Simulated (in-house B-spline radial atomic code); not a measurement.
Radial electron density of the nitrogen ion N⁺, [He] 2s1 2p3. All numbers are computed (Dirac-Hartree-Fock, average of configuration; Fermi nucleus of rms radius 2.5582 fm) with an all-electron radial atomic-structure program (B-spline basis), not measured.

Columns: r (bohr), 4πr²n(r) (electrons per bohr), bar.

```
 0.00854   0.1655 #
 0.00999   0.2218 #
  0.0117   0.2969 ##
  0.0137   0.3957 ##
   0.016   0.5225 ###
  0.0187   0.6871 ####
  0.0218   0.8939 #####
  0.0255    1.161 #######
  0.0299    1.501 #########
  0.0349    1.907 ############
  0.0408    2.401 ##############
  0.0477    2.982 ##################
  0.0558    3.647 ######################
  0.0653    4.381 ##########################
  0.0763     5.14 ###############################
  0.0893    5.892 ####################################
   0.104    6.539 #######################################
   0.122    7.048 ##########################################
   0.143    7.297 ############################################
   0.167    7.223 ############################################
   0.195    6.809 #########################################
   0.228    6.074 #####################################
   0.267    5.111 ###############################
   0.312      4.1 #########################
   0.365    3.205 ###################
   0.427    2.589 ################
   0.499    2.328 ##############
   0.583    2.383 ##############
   0.682    2.633 ################
   0.798    2.903 ##################
   0.933    3.029 ##################
    1.09    2.915 ##################
    1.28    2.536 ###############
    1.49    2.004 ############
    1.74    1.406 ########
    2.04    0.855 #####
    2.38    0.457 ###
    2.79   0.2022 #
    3.26  0.07511 
    3.81  0.02237 
    4.46  0.00507
```

On this grid the curve has 2 maxima, near 0.143, 0.933 bohr.

The 2s1/2 radial function P(r) = rR(r), positive near the nucleus, with its small component Q(r) (sign convention: Q ≈ (P' + κP/r)/2c):

```json
{"r (bohr)": "0.00286", "P": "0.02356", "Q": "-0.0006038"}
{"r (bohr)": "0.00391", "P": "0.03196", "Q": "-0.0008201"}
{"r (bohr)": "0.00534", "P": "0.04319", "Q": "-0.00111"}
{"r (bohr)": "0.0073", "P": "0.05822", "Q": "-0.001499"}
{"r (bohr)": "0.00999", "P": "0.07813", "Q": "-0.002018"}
{"r (bohr)": "0.0137", "P": "0.1043", "Q": "-0.002705"}
{"r (bohr)": "0.0187", "P": "0.1374", "Q": "-0.003582"}
{"r (bohr)": "0.0255", "P": "0.1783", "Q": "-0.004687"}
{"r (bohr)": "0.0349", "P": "0.2279", "Q": "-0.006061"}
{"r (bohr)": "0.0477", "P": "0.2834", "Q": "-0.00767"}
{"r (bohr)": "0.0653", "P": "0.3397", "Q": "-0.009449"}
{"r (bohr)": "0.0893", "P": "0.3853", "Q": "-0.0112"}
{"r (bohr)": "0.122", "P": "0.4015", "Q": "-0.01261"}
{"r (bohr)": "0.167", "P": "0.3624", "Q": "-0.01324"}
{"r (bohr)": "0.228", "P": "0.2406", "Q": "-0.01263"}
{"r (bohr)": "0.312", "P": "0.01601", "Q": "-0.01044"}
{"r (bohr)": "0.427", "P": "-0.2974", "Q": "-0.006736"}
{"r (bohr)": "0.583", "P": "-0.6312", "Q": "-0.00228"}
{"r (bohr)": "0.798", "P": "-0.8767", "Q": "0.001706"}
{"r (bohr)": "1.09", "P": "-0.92", "Q": "0.003884"}
{"r (bohr)": "1.49", "P": "-0.7402", "Q": "0.003895"}
{"r (bohr)": "2.04", "P": "-0.4392", "Q": "0.002524"}
{"r (bohr)": "2.79", "P": "-0.1791", "Q": "0.001072"}
{"r (bohr)": "3.81", "P": "-0.04498", "Q": "0.0002749"}
```
